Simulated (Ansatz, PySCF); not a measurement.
Dimer: GeH4 (SMILES [GeH4]) (first 5 atoms) with H4OSi (SMILES O[SiH3]); geometry from B3LYP-D3(BJ)/def2-TZVP.
(charge 0, multiplicity 1):
| atom | x (Å) | y (Å) | z (Å) |
|---|---|---|---|
| Ge | 0.3934 | -0.3922 | 0.4431 |
| H | -0.9029 | -1.1927 | 0.6254 |
| H | 1.3711 | -0.7001 | 1.5841 |
| H | 0.0843 | 1.1101 | 0.4010 |
| H | 1.0438 | -0.8014 | -0.8926 |
| O | -0.9202 | 0.4425 | 3.2962 |
| Si | -0.1468 | 0.3268 | 4.7545 |
| H | -1.8222 | 0.7705 | 3.2751 |
| H | -0.0362 | 1.6504 | 5.4154 |
| H | 1.1962 | -0.2023 | 4.4523 |
| H | -0.8612 | -0.5915 | 5.6750 |

Basis-set superposition error: the interaction energy with monomers in their own basis, and in the dimer's basis (counterpoise).

Run with Ansatz (Gaussian basis) for Hartree–Fock, density functionals and correlated methods; PySCF for M06-2X. Each number belongs to the level named beside it.

```
level                uncorrected (kcal/mol)  counterpoise (kcal/mol)  difference
-------------------  ----------------------  -----------------------  ----------
HF/def2-SVPD                          -0.24                     0.20        0.44
HF/def2-QZVPPD                         0.22                     0.23        0.01
SVWN5/def2-TZVPPD                     -2.67                    -2.54        0.13
PBE/def2-TZVPPD                       -0.61                    -0.51        0.10
revPBE/def2-TZVPPD                     0.79                     0.89        0.10
B97M-V/def2-TZVPPD                    -1.89                    -1.77        0.12
M06-2X/def2-TZVPPD                    -2.00                    -1.86        0.14
B2PLYP/def2-TZVPPD                    -0.76                    -0.55        0.21
MP2/def2-SVPD                         -2.52                    -1.26        1.27
SCS-MP2/def2-QZVPPD                   -1.25                    -1.10        0.15
```

The error is largest for MP2/def2-SVPD (1.27 kcal/mol) and smallest for HF/def2-QZVPPD (0.01 kcal/mol).

Ansatz is a program for electronic structure.
